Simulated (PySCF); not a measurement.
Excitation energy of I by level of theory

I [Kr] 4d10 5s2 5p5 (2P) → I [Kr] 4d10 5s2 5p4 5d1 (high-spin determinant), as a difference of total energies. Calculation: PySCF 2.14, in aug-cc-pwCVDZ-PP with ECP28MDF; scalar relativity through the core potential. Correlated levels: valence and next inner shell: nothing frozen outside the core potential. The calculations carry no spin-orbit coupling.

| method | excitation energy (eV) |
| --- | --- |
| UHF | 8.837 |
| MP2 (valence and next inner shell) | 9.730 |
| SCS-MP2 (valence and next inner shell) | 9.654 |
| CCSD (valence and next inner shell) | 9.487 |
| CCSD(T) (valence and next inner shell) | 9.452 |

Question: How much does correlation contribute at CCSD(T) (valence and next inner shell)?

Answer: 9.452 − (8.837) = 0.615 eV, measured against UHF.

The promoted electron is Rydberg-like, and one or two diffuse shells describe it only roughly, which tends to raise the upper state.

The determinant of the upper state mixes LS terms, which raises its energy above the lowest term, most at the Hartree-Fock and MP2 levels.
